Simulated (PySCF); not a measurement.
Cl3FTi, SMILES [F][Ti]([Cl])([Cl])[Cl], multiplicity 1. Heavy atoms are numbered as in [F:1][Ti:2]([Cl:3])([Cl:4])[Cl:5].

Geometry: ωB97X-D3(BJ)/def2-SVP. The multiplicity is an assumed one; other spin states were not compared.

The numbers are results of PBE0/pcSseg-1 (PySCF), not measurements.

GIAO shieldings, no solvent; atoms alike by connectivity are averaged. δ = σ(ref) − σ: ¹⁹F against CFCl3 (σ = 167.2 ppm); ³⁵Cl against HCl (σ = 945.9 ppm), references at their B3LYP-D3(BJ)/def2-TZVP geometries, non-relativistic (without spin–orbit terms, shifts of atoms bonded to Cl or Br come out too high).

Problem. Estimate the chemical shifts. (The exact figures need the calculation; the answer reports its results.)

Solution. 
| nucleus | atoms | count | δ (ppm) |
|---|---|---|---|
| ¹⁹F | F1 | 1 | 413.9 |
| ³⁵Cl | Cl3 | 3 | 887.0 |
